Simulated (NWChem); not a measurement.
C3H4O2Si; SMILES O=C1C=C[SiH2]O1

```xyz
10

O     -0.3420    -2.3225     0.0000
C     -0.0988    -1.1437     0.0000
C      1.2727    -0.5305     0.0000
C      1.3267     0.8112     0.0000
Si    -0.4508     1.3943     0.0000
O     -1.0847    -0.1824     0.0000
H      2.1195    -1.2114     0.0000
H      2.2629     1.3607     0.0000
H     -0.8784     2.1299    -1.2136
H     -0.8784     2.1299     1.2136
```
Atoms are numbered in this order, from 1.

Geometry: optimised at B3LYP/6-31G* (spherical d).

Task: Give the principal values of the shielding tensors (ppm) of O1, C2, C3, C4, Si5 from PBE0/pcSseg-1, GIAO (NWChem), with their diamagnetic and paramagnetic parts as GIAO splits them.

Result: 
```
atom     σ11     σ22    σ33  isotropic  diamagnetic  paramagnetic
----  ------  ------  -----  ---------  -----------  ------------
O1    -419.8  -291.5  274.8     -145.5        402.5        -548.0
C2     -89.4    45.5   78.3       11.5        248.3        -236.8
C3     -95.7    48.5  139.2       30.7        255.2        -224.5
C4     -97.5    25.9  173.0       33.8        258.2        -224.3
Si5    325.1   326.8  425.7      359.2        879.8        -520.6
```
